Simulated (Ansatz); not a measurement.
`CN([SiH3])[SiH2]Cl` + `N[SiH3]` → `[SiH3]N[SiH2]Cl` + `CN[SiH3]` at 600 K and 1 bar (ligand exchange at the Si–N bond).

Calculated with Ansatz (gas phase, PBE0-D4/def2-TZVP geometries, no zero-point term in ΔE). CBS: MP2 limit from def2 TZ/QZ plus the TZ coupled-cluster correction, frozen cores. This one scheme is used for every species. Each species was taken in one conformer, which may not be the lowest.

```json
{"species": "`CN([SiH3])[SiH2]Cl`", "CCSD(T)/CBS energy (Eh)": "-1135.59245", "H − E (kJ/mol)": "307.5", "S (J/(mol·K))": "495.9"}
{"species": "`N[SiH3]`", "CCSD(T)/CBS energy (Eh)": "-346.80422", "H − E (kJ/mol)": "170.6", "S (J/(mol·K))": "320.8"}
{"species": "`[SiH3]N[SiH2]Cl`", "CCSD(T)/CBS energy (Eh)": "-1096.34659", "H − E (kJ/mol)": "220.8", "S (J/(mol·K))": "445.7"}
{"species": "`CN[SiH3]`", "CCSD(T)/CBS energy (Eh)": "-386.04948", "H − E (kJ/mol)": "257.3", "S (J/(mol·K))": "374.7"}
```

H − E and S are ideal-gas, rigid-rotor, harmonic terms from PBE0-D4/def2-TZVP, for one conformer and one mirror image of each species. 1 Eh = 2625.50 kJ/mol, R = 8.31446 J/(mol·K).

Question: By hand: ΔE, ΔH, ΔS and ΔG.

Answer: ΔE = (-1096.34659) + (-386.04948) − (-1135.59245) − (-346.80422) = 0.00060 Eh = 1.6 kJ/mol. Δ(H − E) = 220.8 + 257.3 − 307.5 − 170.6 = 0.0, so ΔH = 1.6 kJ/mol. ΔS = 445.7 + 374.7 − 495.9 − 320.8 = 3.7 J/(mol·K). ΔG = 1.6 − 600 × (3.7)/1000 = -0.6 kJ/mol.

Question: By hand: the equilibrium constant, and the temperature at which ΔG would vanish if ΔH and ΔS stayed fixed.

Answer: log₁₀ K = −ΔG/(RT ln 10) = 0.1. ΔG = 0 at ΔH/ΔS = 432 K, though so small a ΔH makes that figure unsure.

TΔS isn't small against ΔH here. The sign of ΔG lies within the doubt. A doubt of 5 kJ/mol in ΔE shifts log₁₀ K by 0.4 here. Other conformers and mirror images would add mixing entropy, several J/(mol·K) or more a flexible species. Modes under 60 cm⁻¹, often nearly free rotors, make the harmonic entropy too high. These are equilibria of isolated gas molecules and say nothing of rates. Largest T1 diagnostic: 0.010 (customary marks: 0.02 for closed shells, 0.045 for open ones).
